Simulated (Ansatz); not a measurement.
System: GeBr2 (charge 0, singlet). 
Coordinates optimised at B3LYP-D3(BJ)/def2-TZVP (Ansatz, a quantum-chemistry and plane-wave program):
```
Ge
Br 1 2.3672
Br 1 2.3672 2 101.50
```

Quantity: atomisation energy (electronic, to ground-state atoms), in kcal/mol. Correlated levels leave the core frozen unless marked. UHF or UKS for open shells. No spin-orbit coupling. Frozen are the shells of the preceding noble gas and the d and f shells that filled before the atom's block. Non-relativistic. The coupled-cluster limit lacks core correlation, which all-electron functionals hold. CBS marks a two-point X^-3 extrapolation of the correlation energy; Hartree-Fock from the larger set.

```json
[
 {"level": "HF/6-31G", "program": "Ansatz", "atomisation energy (kcal/mol)": "84.4"},
 {"level": "HF/cc-pVQZ", "program": "Ansatz", "atomisation energy (kcal/mol)": "109.8"}
]
```

Problem. What does CCSD(T)/CBS(cc-pVTZ,cc-pVQZ) (Ansatz) give?

Solution. 169.2 kcal/mol, so HF/cc-pVQZ differs from it by -59.4 kcal/mol.
